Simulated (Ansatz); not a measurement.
Relaxation of C2H4InNO (9 atoms, charge 0, multiplicity 1), to a largest force component of 0.02 eV/Å in at most 50 steps.

Method: RKS PBE0/def2-SVP in Ansatz.

```xyz
9
Properties=species:S:1:pos:R:3:forces:R:3
O 0.164 1.892 -0.861 -2.36 1.39 1.15
C 0.090 0.648 -0.350 -4.81 2.03 4.99
C 0.779 -0.445 -0.547 7.15 -3.97 -5.51
In 0.064 -1.947 0.763 0.07 -3.64 1.23
N -0.706 -0.040 0.590 -4.87 5.76 2.09
H -0.561 2.639 -0.565 2.38 -3.39 -0.72
H 1.684 -0.710 -1.149 2.73 0.79 1.72
H 0.913 -0.375 -1.626 -1.93 0.02 -3.32
H -1.520 0.241 1.248 1.64 1.01 -1.63
```

Where does it end, and by what steps?

It converged. After 17 steps the energy has fallen by 6.253 eV; H6 moved furthest, 1.02 Å.

| step | energy less start (eV) | largest force component (eV/Å) | accepted |
| --- | --- | --- | --- |
| 0 | 0.0000 | 7.152 | yes |
| 1 | -3.2416 | 4.561 | yes |
| 2 | -4.9769 | 3.197 | yes |
| 3 | -5.6882 | 1.618 | yes |
| 4 | -5.9814 | 0.615 | yes |
| 5 | -5.9629 | 1.560 | no |
| 6 | -6.0265 | 0.163 | yes |
| 7 | -6.0496 | 0.315 | yes |
| 8 | -6.0868 | 0.778 | yes |
| 9 | -6.1452 | 0.543 | yes |
| 10 | -6.1831 | 1.159 | yes |
| 11 | -6.2315 | 0.419 | yes |
| 12 | -6.1395 | 1.965 | no |
| 13 | -6.2505 | 0.176 | yes |
| 14 | -6.2495 | 0.161 | no |
| 15 | -6.2530 | 0.052 | yes |
| 16 | -6.2531 | 0.071 | yes |
| 17 | -6.2534 | 0.009 | yes |

```xyz
9
Properties=species:S:1:pos:R:3
O 0.353 1.793 -0.352
C 0.000 0.494 -0.392
C 0.897 -0.414 -1.004
In 0.322 -1.714 1.071
N -1.045 0.010 0.261
H -0.192 2.249 0.302
H 1.856 -0.028 -1.355
H 0.436 -1.177 -1.639
H -1.719 0.690 0.609
```

Time of the run: 62 s on 2 threads of Arm Neoverse V1, with other jobs on the host, peak memory 0.24 GiB.
